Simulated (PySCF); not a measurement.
C4H12O2Si, SMILES O(CC)[SiH](O)CC, GFN2-xTB optimised geometry. Atoms within 1.6 Å of the plane z = 0.0 Å (x, y, z in Å): Si1 (-0.17, -0.62, 0.00), O2 (-0.42, 1.00, 0.00), C3 (-0.98, -1.52, 1.46), O5 (-0.81, -1.37, -1.29), H8 (1.29, -0.62, 0.00), H9 (-1.29, 1.37, 0.11), H10 (-0.74, -2.58, 1.42), H11 (-2.07, -1.44, 1.39).

Computed with PBE0/def2-SVP in PySCF. Cells within 0.4 Å of a nucleus heavier than hydrogen are left out (blank, or x).

Map of the log10 of the electron density (e/bohr³), floored at −4 on the plane z = 0.0 Å:

```
|000000000000000000000000000|
|000000000000000000000000000|
|000000000000000000000000000|
|000000112222221100000000000|
|000001233444443210000000000|
|000012345555554431000000000|
|000023456677766542100000000|
|000124567888887543200000000|
|00013457899xx98653210000000|
|0001245789xxx98654321100000|
|00012456789xx98654332110000|
|000023456799987655443221000|
|000012456788887666554321000|
|000012345677877777665432100|
|000123445678xx8778776532100|
|00012345567xxx9788876542100|
|001223456679xx9788876542100|
|001233456678997777765432100|
|001233455667766666655432100|
|001233445666666555544321000|
|001223345555555544433210000|
|000122334455544433322110000|
|000112233444433322211000000|
|000011223333332211100000000|
|000000122222221110000000000|
|000000011222111000000000000|
|000000000111100000000000000|
```
Scale: ten equal steps from -4.00 (start of '0') to -0.138 (end of '9'), in the order '0123456789'; x runs from -3.50 to 3.50, y from -3.50 (bottom) to 3.50 (top).
